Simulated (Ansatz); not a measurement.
Basis-set extrapolation for CH6ClFSi2 (`FC([SiH3])[SiH2]Cl`) (PBE0-D4/def2-TZVP geometry, frozen core, Ansatz 0.2.0). Multiplicity 1, RHF reference.

```
                       def2-TZVPP    def2-QZVPP
                 HF  -1178.293497  -1178.330570
    MP2 correlation     -0.855668     -0.929812
CCSD(T) correlation     -0.951305       not run
```

Energies in hartree. Use E(X) = E(∞) + A·exp(−7.88·√X) for Hartree–Fock and E(X) = E(∞) + B·X^(−2.97) for correlation, with X = 3 and 4, and add CCSD(T) minus MP2 of the smaller set to the MP2 limit.

Task: What is the CCSD(T) energy at the basis-set limit?

Result: HF limit: -1178.330570 + (-0.037073) × 0.13774 = -1178.33568. MP2 limit: -0.929812 + (-0.074144) × 0.74074 = -0.98473. Higher-order term: -0.951305 − (-0.855668) = -0.09564. Total: -1179.41605 hartree, 4.66 eV below CCSD(T)/def2-TZVPP.
